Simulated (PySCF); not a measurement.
A calculated (r2SCAN, PySCF 2.14, x2c-TZVPPall with one added diffuse shell each of s, p, d, f type, scalar relativity by spin-free X2C-1e) atom or ion has these occupied shells.

| shell | electrons | orbital energy (eV) | rms radius, mean of both spins (bohr) |
| --- | --- | --- | --- |
| 1s α | 1 | -20885.7 | 0.0394 |
| 1s β | 1 | -20885.7 | 0.0394 |
| 2s α | 1 | -2997.4 | 0.162 |
| 2s β | 1 | -2996.6 | 0.162 |
| 2p α | 3 | -2681.4 | 0.144 |
| 2p β | 3 | -2680.8 | 0.144 |
| 3s α | 1 | -532.02 | 0.444 |
| 3s β | 1 | -531.74 | 0.444 |
| 3p α | 3 | -427.30 | 0.448 |
| 3p β | 3 | -426.93 | 0.448 |
| 3d α | 5 | -257.95 | 0.437 |
| 3d β | 5 | -257.28 | 0.437 |
| 4s α | 1 | -81.601 | 1.12 |
| 4s β | 1 | -78.187 | 1.12 |
| 4p α | 3 | -52.815 | 1.25 |
| 4p β | 3 | -49.034 | 1.25 |
| 4d α | 4 | -12.272 | 1.75 |
| 5s α | 1 | -7.604 | 3.36 |
| 5s β | 1 | -5.847 | 3.36 |
| 5p α | 1 | -3.177 | 4.33 |

Q: Name the element and its charge.

A: Tc (technetium, neutral), in [Kr] 4d4 5s2 5p1, one real determinant (an excited configuration).
